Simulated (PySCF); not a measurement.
Job file and geometry (Å, from GFN2-xTB) of an NMR shielding run on `InChI=1S/C4H7O.Al.2H/c1-3-5-4-2;;;/h1,3H,4H2,2H3;;;`, GIAO PBE0/pcSseg-1 NMR shielding, non-relativistic, gas phase in PySCF 2.14.0, density-fitted response routines; density fitting, a coarse starting grid and PySCF grid level 2 are the driver's defaults:

```
$ OMP_NUM_THREADS=1 python probes_run.py task.json out

{"job": {"kind": "nmr", "xc": "PBE0", "basis": "pcSseg-1"}, "charge": 0, "multiplicity": 1}
C     -2.212926     0.432487    -0.123898
C     -0.728095     0.128511    -0.150842
O     -0.526843    -1.238762    -0.016772
C      0.761867    -1.653438    -0.016072
C      1.853919    -0.882524    -0.154301
Al     1.813649     1.034267    -0.619897
H     -2.712096    -0.087814    -0.937167
H     -2.638525     0.094620     0.817284
H     -2.375104     1.501046    -0.228412
H     -0.271348     0.489989    -1.101195
H     -0.194853     0.669625     0.657247
H      0.781238    -2.729549     0.134428
H      2.775835    -1.467291    -0.108959
H      1.975160     1.520701    -2.089443
H      1.693709     2.196122     0.410434
```

Question: What does the program print?

Answer: 
```
coarse grid: 12640 points
cycle   1  E = -474.9024818605  dE =  5.894e-01  |g| = 5.657e-01  |ddm| = 3.335e+00
cycle   2  E = -474.8694736921  dE =  3.301e-02  |g| = 7.019e-01  |ddm| = 9.114e-01
cycle   3  E = -474.9716716437  dE = -1.022e-01  |g| = 7.321e-02  |ddm| = 5.382e-01
cycle   4  E = -474.9725690769  dE = -8.974e-04  |g| = 2.936e-02  |ddm| = 6.276e-02
cycle   5  E = -474.9727628581  dE = -1.938e-04  |g| = 5.570e-03  |ddm| = 2.568e-02
cycle   6  E = -474.9727670464  dE = -4.188e-06  |g| = 3.700e-03  |ddm| = 7.891e-03
cycle   7  E = -474.9727704906  dE = -3.444e-06  |g| = 6.320e-04  |ddm| = 3.457e-03
final grid: 116280 points
cycle   8  E = -475.0189101494  dE = -2.297e-05  |g| = 1.014e-02  |ddm| = 2.398e-02
cycle   9  E = -475.0188887611  dE =  2.139e-05  |g| = 1.490e-02  |ddm| = 1.504e-02
cycle  10  E = -475.0189296546  dE = -4.089e-05  |g| = 1.856e-03  |ddm| = 9.595e-03
cycle  11  E = -475.0189304696  dE = -8.150e-07  |g| = 2.567e-04  |ddm| = 1.742e-03
cycle  12  E = -475.0189304826  dE = -1.299e-08  |g| = 1.271e-04  |ddm| = 3.067e-04
cycle  13  E = -475.0189304866  dE = -4.013e-09  |g| = 2.167e-05  |ddm| = 1.046e-04
cycle  14  E = -475.0189304867  dE = -9.561e-11  |g| = 4.808e-06  |ddm| = 2.077e-05
converged SCF energy = -475.0189304867

GIAO shielding tensors (ppm)
atom      isotropic    diamagn.    paramagn.     s11        s22        s33       span
  0 C      171.312     244.694     -73.382    156.861    170.117    186.960     30.099
  1 C      127.540     254.931    -127.391     99.404    106.678    176.540     77.136
  2 O      181.544     398.329    -216.785     59.860    235.227    249.546    189.687
  3 C       17.228     248.458    -231.231   -102.334     60.213     93.805    196.139
  4 C       83.219     260.584    -177.365    -19.487     96.791    172.352    191.839
  5 Al     340.128     795.776    -455.648    301.528    313.942    404.915    103.387
  6 H       29.954      28.511       1.443     26.067     27.748     36.046      9.980
  7 H       29.932      28.817       1.114     25.882     27.759     36.154     10.272
  8 H       30.477      28.525       1.952     25.845     28.239     37.346     11.501
  9 H       28.588      34.594      -6.006     24.864     28.937     31.964      7.099
 10 H       27.166      34.667      -7.502     22.949     27.918     30.631      7.682
 11 H       24.305      29.484      -5.179     20.855     24.735     27.324      6.469
 12 H       26.835      29.282      -2.447     26.164     26.406     27.936      1.773
 13 H       26.369      29.090      -2.721     23.654     24.618     30.835      7.181
 14 H       26.389      29.644      -3.254     23.283     25.555     30.330      7.046
```

Size and cost of the density-fitted run: 154 basis functions, 19 s wall time on 1 thread of an Intel Xeon 6975P-C, shared host; peak memory 0.73 GiB.
